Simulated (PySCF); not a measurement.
# Electron correlation in Cs⁴³⁺ (caesium, charge +43)

Starting occupation: [Ne] 3s2. Computed with PySCF 2.14 in an even-tempered Gaussian basis (18 s from 3.4 bohr⁻², ratio 2.6; 14 p from 4.4 bohr⁻², ratio 2.6; 6 d from 4.5 bohr⁻², ratio 2.8; 4 f from 63 bohr⁻², ratio 2.8), with X2C-1e with screened-nucleus spin-orbit coupling, Gaussian nucleus. Frozen: 1s2; 10 electrons correlated; the 54 highest virtual spinors left out.

MP2 pair energies summed by pair of shells (mhartree):

```tsv
pair	energy	share (%)
3s1/2-3s1/2	-111.24	23.6
2p1/2-2p3/2	-99.78	21.1
2p3/2-2p3/2	-95.14	20.1
2p3/2-2s1/2	-41.21	8.7
2p3/2-3s1/2	-41.11	8.7
2p1/2-2p1/2	-23.36	4.9
2p1/2-2s1/2	-21.25	4.5
2p1/2-3s1/2	-18.78	4.0
2s1/2-2s1/2	-11.05	2.3
2s1/2-3s1/2	-9.27	2.0
```

Total MP2 correlation energy: -472.20 mhartree.

The virtual space was cut to 56 spinors, which keep -416.75 of the -472.20 mhartree of MP2 correlation.

```csv
level,correlation energy (mhartree)
CCSD,-447.95
```

Diagnostics: T1 = 0.00017, largest double amplitude 0.085.

Task: Is a single reference adequate?

Result: Mostly. T1 lies below 0.03, but a double amplitude of this size points to a near-degeneracy that CCSD handles and MP2 describes poorly.

The coupled-cluster values are those of the cut space; adding the MP2 remainder, -55.45 mhartree, estimates the full space.

At this charge the one-electron X2C treatment keeps the bare 1/r₁₂, with no two-electron picture change or Breit term. The effect here is smaller than on the frozen 1s shell.
